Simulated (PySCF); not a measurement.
# Electron correlation in C (carbon, neutral)

[He] 2s2 2p1 3d1, one real determinant (an excited configuration). Calculation: PySCF 2.14, in aug-cc-pCVTZ-DK with one added diffuse shell each of s, p, d, f type (8s7p5d3f, 75 functions); scalar relativity by spin-free X2C-1e. Frozen: 1s2; 4 electrons correlated.

```tsv
level	correlation energy (mhartree)
CCSD	-73.43
(T)	-7.60
CCSD(T)	-81.03
```

Diagnostics: T1 = 0.029, D1 = 0.0766, largest double amplitude 0.299.

The real determinant used has ⟨L²⟩ near 8 against 12 for a pure F term, so it mixes terms. The outer electron is Rydberg-like, and this basis confines it to a smaller radius and binds it less than a complete one would. A double-excitation amplitude exceeds 0.15, a sign of near-degeneracy.

Cost of the coupled-cluster step: about 70 core-seconds, for 4 correlated electrons.

The reference is one real determinant that mixes LS terms of this configuration.
